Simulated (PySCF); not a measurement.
**Ionisation energy of Ca⁺ by level of theory**

Ca⁺ [Ar] 4s1 [4s1/2^1, M_J = 1/2] → Ca²⁺ [Ar], as a difference of total energies. Computed with PySCF 2.14 in x2c-TZVPPall-2c (6s7p3d, 42 functions), with the two-component X2C-1e Hamiltonian. Correlated levels: [Ne] frozen; the 6 highest virtual spinors dropped. "Screened" scales the spin-orbit matrix elements by Boettger's factors to mimic the two-electron term; Breit and QED terms are absent.

| method | ionisation energy (eV) |
| --- | --- |
| GHF (screened spin-orbit) | 11.359 |
| GMP2 (screened spin-orbit) | 11.759 |

Question: How much does correlation contribute at GMP2 (screened spin-orbit)?

Answer: 11.759 − (11.359) = 0.400 eV, measured against GHF (screened spin-orbit).

Errors of the correlated levels include the incompleteness of this basis and the frozen core.

For comparison: 11.872 eV (measured; NIST Atomic Spectra Database, ionization energies).
